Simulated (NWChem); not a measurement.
Program: NWChem. System: C$_{2}$H$_{5}$OS, charge 0, spin multiplicity 2, at a geometry optimised with UPBE0/def2-SVP. The structure started from a generated list of species. Its SCF solution wasn't tested for a lower state. Level: UHF/def2-TZVP.

Input file:

```
start mol
memory heap 200 mb stack 900 mb global 1100 mb
geometry units angstroms nocenter noautoz noautosym
  C      1.196583    -0.556016     0.895388
  S      0.139071    -0.094463    -0.401814
  C     -1.463576    -0.503427     0.365991
  O      0.172891     1.386115    -0.605582
  H      1.241093    -1.613327     1.174152
  H      2.064129     0.092819     1.042441
  H     -1.586852     0.137715     1.248810
  H     -1.499439    -1.569652     0.629495
  H     -2.225232    -0.268412    -0.389493
end
basis spherical
  * library def2-tzvp
end
scf
  uhf
  nopen 1
  maxiter 100
  thresh 1e-7
  semidirect memsize 60000000 filesize 0
  # guess.movecs holds the orbitals of an unrestricted PBE0 run
  vectors input guess.movecs output mol.movecs
end
task scf energy
```

Output (cleaned and shortened):

```
             Northwest Computational Chemistry Package (NWChem) 7.3.0
             --------------------------------------------------------

                                NWChem Input Module
                                -------------------

 Scaling coordinates for geometry "geometry" by  1.889725989
 (inverse scale =  0.529177249)

                             Geometry "geometry" -> ""
                             -------------------------

 Output coordinates in angstroms (scale by  1.889725989 to convert to a.u.)

  No.       Tag          Charge          X              Y              Z
 ---- ---------------- ---------- -------------- -------------- --------------
    1 C                    6.0000     1.19658300    -0.55601600     0.89538800
    2 S                   16.0000     0.13907100    -0.09446300    -0.40181400
    3 C                    6.0000    -1.46357600    -0.50342700     0.36599100
    4 O                    8.0000     0.17289100     1.38611500    -0.60558200
    5 H                    1.0000     1.24109300    -1.61332700     1.17415200
    6 H                    1.0000     2.06412900     0.09281900     1.04244100
    7 H                    1.0000    -1.58685200     0.13771500     1.24881000
    8 H                    1.0000    -1.49943900    -1.56965200     0.62949500
    9 H                    1.0000    -2.22523200    -0.26841200    -0.38949300

 Effective nuclear repulsion energy (a.u.)     174.2744583655

            Nuclear Dipole moment (a.u.)
            ----------------------------
        X                 Y               Z
 ---------------- ---------------- ----------------
     0.0000094486    -0.0000056692    -0.0000018897


 Summary of "ao basis" -> "" (spherical)
 ------------------------------------------------------------------------------
       Tag                 Description            Shells   Functions and Types
 ---------------- ------------------------------  ------  ---------------------
 *                         def2-tzvp                  on all atoms

 Summary of "ao basis" -> "ao basis" (spherical)
 ------------------------------------------------------------------------------
       Tag                 Description            Shells   Functions and Types
 ---------------- ------------------------------  ------  ---------------------
 C                         def2-tzvp                11       31   5s3p2d1f
 S                         def2-tzvp                13       37   5s5p2d1f
 O                         def2-tzvp                11       31   5s3p2d1f
 H                         def2-tzvp                 4        6   3s1p

                                 NWChem SCF Module
                                 -----------------

  ao basis        = "ao basis"
  functions       =   160
  atoms           =     9
  alpha electrons =    21
  beta  electrons =    20
  charge          =   0.00
  wavefunction    = UHF
  use symmetry    = F
  symmetry adapt  = F

 Summary of "ao basis" -> "ao basis" (spherical)
 ------------------------------------------------------------------------------
       Tag                 Description            Shells   Functions and Types
 ---------------- ------------------------------  ------  ---------------------
 C                         def2-tzvp                11       31   5s3p2d1f
 S                         def2-tzvp                13       37   5s5p2d1f
 O                         def2-tzvp                11       31   5s3p2d1f
 H                         def2-tzvp                 4        6   3s1p

 Forming initial guess at       0.1s

 Starting SCF solution at       0.1s

 ----------------------------------------------
         Quadratically convergent UHF

 Convergence threshold     :          1.000E-07
 Maximum no. of iterations :          100
 Integral*density screening:          1.000E-09
 ----------------------------------------------

              iter       energy          gnorm     gmax       time
             ----- ------------------- --------- --------- --------
                 1     -550.9870893926  7.67D-01  2.41D-01      9.7
                 2     -551.0157201645  1.31D-01  2.24D-02     13.7
                 3     -551.0199022348  9.27D-03  1.53D-03     30.5
                 4     -551.0199393289  4.86D-05  7.13D-06     58.8
                 5     -551.0199393296  6.57D-09  1.50D-09    107.7

       Final UHF  results
       ------------------

         Total SCF energy =   -551.019939329590
      One electron energy =  -1104.348907167729
      Two electron energy =    379.054509472604
 Nuclear repulsion energy =    174.274458365536

                       Sz =      0.5000
                 Sz(Sz+1) =      0.7500
                      S^2 =      0.7714

        Time for solution =    107.6s

          Final alpha eigenvalues
          -----------------------

              1
    1  -92.0669
    2  -20.5059
    3  -11.2834
    4  -11.2710
    5   -9.0567
    6   -6.7393
    7   -6.7385
    8   -6.7375
    9   -1.3387
   10   -1.0735
   11   -0.9813
   12   -0.8123
   13   -0.6475
   14   -0.6367
   15   -0.6231
   16   -0.5772
   17   -0.5692
   18   -0.5306
   19   -0.4457
   20   -0.4334
   21   -0.3490
   22    0.1356
   23    0.1632
   24    0.1745
   25    0.1970
   26    0.2049
   27    0.2154
   28    0.2190
   29    0.2302
   30    0.3040
   31    0.3176

          Final beta eigenvalues
          ----------------------

              1
    1  -92.0673
    2  -20.5063
    3  -11.2683
    4  -11.2599
    5   -9.0570
    6   -6.7403
    7   -6.7394
    8   -6.7373
    9   -1.3374
   10   -1.0502
   11   -0.9402
[...]
   Bfn.  Coefficient  Atom+Function         Bfn.  Coefficient  Atom+Function
  ----- ------------  ---------------      ----- ------------  ---------------
    48      0.280496  2 S  pz                51      0.244993  2 S  pz
    11     -0.222294  1 C  pz               107     -0.219548  4 O  pz
     8     -0.207180  1 C  pz               110     -0.196592  4 O  pz
   113     -0.194760  4 O  pz                50      0.175401  2 S  py
    35     -0.174120  2 S  s                 36     -0.172453  2 S  s

 Vector   22  Occ=0.000000D+00  E= 1.355951D-01
              MO Center= -8.3D-01, -1.3D+00,  8.1D-01, r^2= 6.9D+00
   Bfn.  Coefficient  Atom+Function         Bfn.  Coefficient  Atom+Function
  ----- ------------  ---------------      ----- ------------  ---------------
    73      4.330144  3 C  s                151     -2.147136  8 H  s
   133     -1.518494  5 H  s                145     -1.512541  7 H  s
   157     -1.428951  9 H  s                  5      0.983604  1 C  s
    13     -0.577500  1 C  py               139     -0.494579  6 H  s
    72     -0.450247  3 C  s                 49      0.409440  2 S  px

 Vector   23  Occ=0.000000D+00  E= 1.631523D-01
              MO Center=  9.2D-02, -8.2D-01,  7.3D-01, r^2= 7.8D+00
   Bfn.  Coefficient  Atom+Function         Bfn.  Coefficient  Atom+Function
  ----- ------------  ---------------      ----- ------------  ---------------
    73      3.149081  3 C  s                  5     -2.472691  1 C  s
   133      1.947294  5 H  s                145     -1.650702  7 H  s
    49      1.214730  2 S  px               157     -0.889352  9 H  s
    81      0.758232  3 C  py                80      0.540460  3 C  px
   139      0.541781  6 H  s                 13      0.478576  1 C  py

 Vector   24  Occ=0.000000D+00  E= 1.745079D-01
              MO Center=  8.7D-01, -3.6D-02,  3.0D-01, r^2= 6.2D+00
   Bfn.  Coefficient  Atom+Function         Bfn.  Coefficient  Atom+Function
  ----- ------------  ---------------      ----- ------------  ---------------
   139     -2.101257  6 H  s                  5      2.088484  1 C  s
    36     -0.933132  2 S  s                 51     -0.841500  2 S  pz
    50      0.811037  2 S  py                13      0.790803  1 C  py
   104     -0.699618  4 O  s                151      0.702023  8 H  s
    73     -0.604148  3 C  s                 80      0.578651  3 C  px

                     UHF Final Beta Molecular Orbital Analysis
                     -----------------------------------------

 Vector   18  Occ=1.000000D+00  E=-5.223306D-01
              MO Center= -3.1D-02,  5.2D-01, -3.2D-01, r^2= 2.7D+00
   Bfn.  Coefficient  Atom+Function         Bfn.  Coefficient  Atom+Function
  ----- ------------  ---------------      ----- ------------  ---------------
   107      0.268953  4 O  pz               110      0.245786  4 O  pz
    47      0.219920  2 S  py                48      0.174877  2 S  pz
   106     -0.150979  4 O  py

 Vector   19  Occ=1.000000D+00  E=-4.293471D-01
              MO Center=  6.1D-02,  7.6D-01, -3.2D-01, r^2= 2.2D+00
   Bfn.  Coefficient  Atom+Function         Bfn.  Coefficient  Atom+Function
  ----- ------------  ---------------      ----- ------------  ---------------
   105      0.370064  4 O  px               108      0.336341  4 O  px
   111      0.250913  4 O  px

 Vector   20  Occ=1.000000D+00  E=-3.722361D-01
              MO Center=  1.8D-01,  3.3D-01, -4.3D-01, r^2= 2.3D+00
   Bfn.  Coefficient  Atom+Function         Bfn.  Coefficient  Atom+Function
  ----- ------------  ---------------      ----- ------------  ---------------
   107     -0.296842  4 O  pz                48      0.270816  2 S  pz
   110     -0.268120  4 O  pz               113     -0.238690  4 O  pz
    51      0.187184  2 S  pz                50      0.181054  2 S  py
    35     -0.161835  2 S  s                 47      0.156023  2 S  py

 Vector   21  Occ=0.000000D+00  E= 6.278410D-02
              MO Center=  6.5D-01, -4.3D-01,  7.6D-01, r^2= 3.7D+00
   Bfn.  Coefficient  Atom+Function         Bfn.  Coefficient  Atom+Function
  ----- ------------  ---------------      ----- ------------  ---------------
    73      1.235332  3 C  s                145     -0.574585  7 H  s
   157     -0.478576  9 H  s                 14     -0.409201  1 C  pz
    12      0.382392  1 C  px                51      0.303724  2 S  pz
     5     -0.295162  1 C  s                151     -0.295812  8 H  s
    13     -0.292381  1 C  py                36     -0.267893  2 S  s

 Vector   22  Occ=0.000000D+00  E= 1.431486D-01
              MO Center= -6.5D-01, -1.5D+00,  7.7D-01, r^2= 6.6D+00
   Bfn.  Coefficient  Atom+Function         Bfn.  Coefficient  Atom+Function
  ----- ------------  ---------------      ----- ------------  ---------------
    73      4.094925  3 C  s                151     -2.316244  8 H  s
   133     -1.618999  5 H  s                145     -1.309909  7 H  s
   157     -1.284301  9 H  s                  5      1.128847  1 C  s
    13     -0.568589  1 C  py                72     -0.474392  3 C  s
    81     -0.461047  3 C  py               139     -0.458716  6 H  s

 Vector   23  Occ=0.000000D+00  E= 1.701724D-01
              MO Center= -5.6D-02, -6.1D-01,  4.4D-01, r^2= 6.9D+00
   Bfn.  Coefficient  Atom+Function         Bfn.  Coefficient  Atom+Function
  ----- ------------  ---------------      ----- ------------  ---------------
    73      2.762831  3 C  s                133      1.740177  5 H  s
   145     -1.429621  7 H  s                  5     -1.305958  1 C  s
    49      1.032352  2 S  px                13      0.767874  1 C  py
    80      0.761305  3 C  px                81      0.621011  3 C  py
   104     -0.618983  4 O  s                157     -0.612647  9 H  s

 center of mass
 --------------
 x =   0.04873260 y =   0.07831265 z =  -0.08986793

 moments of inertia (a.u.)
 ------------------
         248.304689713063         -18.274861025065         -16.514035999591
         -18.274861025065         308.048600388076          81.330432079584
         -16.514035999591          81.330432079584         365.727679267216

  Mulliken analysis of the total density
  --------------------------------------

    Atom       Charge   Shell Charges
 -----------   ------   -------------------------------------------------------
    1 C    6     6.35   0.85  1.12  0.49  0.73  0.10  1.19  1.41  0.40  0.01  0.04  0.00
    2 S   16    15.34   2.01  0.49  1.48  1.03  0.59  4.17  1.69  0.85  1.94  0.50  0.18  0.35  0.05
    3 C    6     6.35   0.85  1.12  0.48  0.73  0.02  1.22  1.48  0.38  0.02  0.05  0.00
    4 O    8     8.68   0.79  1.18  0.58  0.95  0.38  1.81  2.02  0.93  0.00  0.03  0.00
    5 H    1     0.85   0.26  0.48  0.09  0.02
    6 H    1     0.83   0.26  0.47  0.07  0.02
    7 H    1     0.86   0.26  0.47  0.10  0.02
    8 H    1     0.88   0.26  0.48  0.11  0.02
    9 H    1     0.86   0.26  0.48  0.09  0.02

  Mulliken analysis of the alpha density
  --------------------------------------

    Atom       Charge   Shell Charges
 -----------   ------   -------------------------------------------------------
    1 C    6     3.74   0.43  0.56  0.27  0.39  0.07  0.77  0.94  0.29  0.01  0.02  0.00
    2 S   16     7.65   1.00  0.24  0.74  0.52  0.29  2.09  0.85  0.42  0.95  0.23  0.09  0.19  0.03
    3 C    6     3.21   0.43  0.56  0.24  0.37  0.01  0.63  0.75  0.19  0.01  0.03  0.00
    4 O    8     4.34   0.40  0.59  0.29  0.48  0.19  0.90  1.01  0.47  0.00  0.02  0.00
    5 H    1     0.39   0.12  0.22  0.04  0.01
    6 H    1     0.38   0.12  0.21  0.03  0.01
    7 H    1     0.43   0.13  0.24  0.05  0.01
    8 H    1     0.44   0.13  0.24  0.06  0.01
    9 H    1     0.43   0.13  0.24  0.05  0.01

   Mulliken analysis of the beta density
   -------------------------------------

    Atom       Charge   Shell Charges
 -----------   ------   -------------------------------------------------------
    1 C    6     2.61   0.43  0.56  0.23  0.34  0.04  0.41  0.47  0.11  0.01  0.02  0.00
    2 S   16     7.70   1.00  0.24  0.74  0.52  0.30  2.09  0.85  0.43  0.99  0.27  0.09  0.17  0.03
    3 C    6     3.14   0.43  0.56  0.23  0.36  0.01  0.60  0.72  0.19  0.01  0.03  0.00
    4 O    8     4.34   0.40  0.59  0.29  0.48  0.19  0.91  1.01  0.46  0.00  0.02  0.00
    5 H    1     0.46   0.13  0.26  0.06  0.01
    6 H    1     0.45   0.13  0.26  0.05  0.01
    7 H    1     0.43   0.13  0.24  0.05  0.01
    8 H    1     0.44   0.13  0.24  0.06  0.01
    9 H    1     0.43   0.13  0.24  0.05  0.01

   Mulliken analysis of the spin density
   -------------------------------------

    Atom       Charge   Shell Charges
 -----------   ------   -------------------------------------------------------
    1 C    6     1.13   0.00 -0.00  0.04  0.06  0.03  0.36  0.47  0.18 -0.00 -0.00 -0.00
    2 S   16    -0.05  -0.00  0.00 -0.00  0.00 -0.01 -0.00  0.00 -0.01 -0.04 -0.03  0.01  0.02  0.00
    3 C    6     0.07   0.00 -0.00  0.01  0.01 -0.00  0.03  0.03 -0.00 -0.00 -0.00  0.00
    4 O    8    -0.00  -0.00  0.00 -0.00 -0.00  0.00 -0.00 -0.00  0.00  0.00  0.00  0.00
    5 H    1    -0.07  -0.01 -0.04 -0.02  0.00
    6 H    1    -0.07  -0.01 -0.05 -0.02  0.00
    7 H    1     0.00  -0.00 -0.00  0.01  0.00
    8 H    1    -0.00  -0.00 -0.00 -0.00  0.00
    9 H    1     0.00  -0.00 -0.00  0.00  0.00

       Multipole analysis of the density wrt the origin
       ------------------------------------------------

     L   x y z        total         alpha         beta         nuclear
     -   - - -        -----         -----         ----         -------
     0   0 0 0     -0.000000    -21.000000    -20.000000     41.000000

     1   1 0 0     -0.223331     -0.973217      0.749877      0.000009
     1   0 1 0     -1.547024     -0.312037     -1.234982     -0.000006
     1   0 0 1      0.811896     -0.417534      1.229431     -0.000002

     2   2 0 0    -20.400875    -79.816136    -74.538183    133.953444
     2   1 1 0     -0.173185     -4.562784     -6.529045     10.918645
     2   1 0 1      1.078909     -6.445949     -3.305913     10.830771
     2   0 2 0    -26.742433    -57.008977    -55.635775     85.902319
     2   0 1 1      0.718800     23.651846     22.453898    -45.386944
     2   0 0 2    -24.416436    -42.981267    -37.514928     56.079759

 Task  times  cpu:      107.9s     wall:      107.9s

 Total times  cpu:      107.9s     wall:      107.9s
```
